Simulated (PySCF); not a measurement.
B97-3 on Os (osmium, neutral), [Xe] 4f14 5d5 6s2 6p1, high-spin 7P determinant (an excited configuration). All numbers are calculated (PySCF 2.14, scalar relativity by spin-free X2C-1e, in ANO-RCC-VTZP (8s7p5d3f2g1h, 104 functions)).

```
cycle= 2 E= -17254.2847778724  delta_E= -0.00318  |g|= 0.211  |ddm|= 0.223
cycle= 3 E= -17254.2884981238  delta_E= -0.00372  |g|= 0.0164  |ddm|= 0.0664
cycle= 4 E= -17254.2903254203  delta_E= -0.00183  |g|= 0.0243  |ddm|= 0.18
cycle= 5 E= -17254.2905840849  delta_E= -0.000259  |g|= 0.02  |ddm|= 0.0288
cycle= 6 E= -17254.2908623328  delta_E= -0.000278  |g|= 0.0098  |ddm|= 0.0462
cycle= 7 E= -17254.2911494455  delta_E= -0.000287  |g|= 0.013  |ddm|= 0.129
cycle= 8 E= -17254.2912383505  delta_E= -8.89e-05  |g|= 0.00621  |ddm|= 0.0136
cycle= 9 E= -17254.2912367633  delta_E= 1.59e-06  |g|= 0.00539  |ddm|= 0.0142
cycle= 10 E= -17254.2912584121  delta_E= -2.16e-05  |g|= 0.00195  |ddm|= 0.0274
cycle= 11 E= -17254.291262987  delta_E= -4.57e-06  |g|= 0.000409  |ddm|= 0.00719
cycle= 12 E= -17254.291263161  delta_E= -1.74e-07  |g|= 4.42e-05  |ddm|= 0.00138
cycle= 13 E= -17254.2912631612  delta_E= -2.66e-10  |g|= 4.08e-05  |ddm|= 9.12e-06
cycle= 14 E= -17254.2912631621  delta_E= -8.19e-10  |g|= 2.65e-05  |ddm|= 5.51e-05
converged SCF energy = -17254.2912631621  <S^2> = 12.008878  2S+1 = 7.0025361
```

Highest occupied orbital energy: -3.072 eV; ⟨L²⟩ = 4.09; populations by l: s 11.65, p 25.00, d 25.35, f 14.00.

Task: Can this result be used?

Result: Not for this state. Self-consistency was reached. ⟨L²⟩ = 4.09 against 2 for a pure P term, so this real determinant mixes terms. Spin-orbit coupling, absent here, splits the open shell strongly. The s, p, d and f populations moved away from the nominal configuration during the SCF.
